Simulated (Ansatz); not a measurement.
`C[SiH2][Se]C` + PH₃ → `C[Se]P` + `C[SiH3]` at 400 K and 1 bar (ligand exchange at the Se–Si bond).

Computed with Ansatz on PBE0-D4/def2-TZVP structures; ΔE is electronic, products minus reactants. CCSD(T)/CBS is the MP2 limit (def2-TZVPP, def2-QZVPP) plus CCSD(T) − MP2 in def2-TZVPP, frozen cores. This one scheme is used for every species. For Se outer-core shells are correlated without core-valence functions, which leaves a few kJ/mol of doubt a bond. Scalar relativity is left out up to krypton. Each species was taken in one conformer, which may not be the lowest.

| species | CCSD(T)/CBS energy (Eh) | H − E (kJ/mol) | S (J/(mol·K)) |
| --- | --- | --- | --- |
| `C[SiH2][Se]C` | -2770.73796 | 276.4 | 401.4 |
| PH₃ | -342.72256 | 77.1 | 221.7 |
| `C[Se]P` | -2782.70431 | 172.0 | 349.5 |
| `C[SiH3]` | -330.73916 | 180.9 | 277.1 |

H − E and S are ideal-gas, rigid-rotor, harmonic terms from PBE0-D4/def2-TZVP, for one conformer and one mirror image of each species. 1 Eh = 2625.50 kJ/mol, R = 8.31446 J/(mol·K).

Problem. By hand: ΔE, ΔH, ΔS and ΔG.

Solution. ΔE = (-2782.70431) + (-330.73916) − (-2770.73796) − (-342.72256) = 0.01705 Eh = 44.8 kJ/mol. Δ(H − E) = 172.0 + 180.9 − 276.4 − 77.1 = -0.6, so ΔH = 44.2 kJ/mol. ΔS = 349.5 + 277.1 − 401.4 − 221.7 = 3.5 J/(mol·K). ΔG = 44.2 − 400 × (3.5)/1000 = 42.8 kJ/mol.

Problem. By hand: the equilibrium constant, and the temperature at which ΔG would vanish if ΔH and ΔS stayed fixed.

Solution. log₁₀ K = −ΔG/(RT ln 10) = -5.6. ΔG = 0 at ΔH/ΔS = 12629 K, far beyond where these terms or the molecules hold.

The number of gas molecules stays the same, so ΔS is small and ΔH decides. A doubt of 5 kJ/mol in ΔE shifts log₁₀ K by 0.7 here. Other conformers and mirror images would add mixing entropy, several J/(mol·K) or more a flexible species. Modes under 60 cm⁻¹, often nearly free rotors, make the harmonic entropy too high. These are equilibria of isolated gas molecules and say nothing of rates. Largest T1 diagnostic: 0.013 (customary marks: 0.02 for closed shells, 0.045 for open ones).
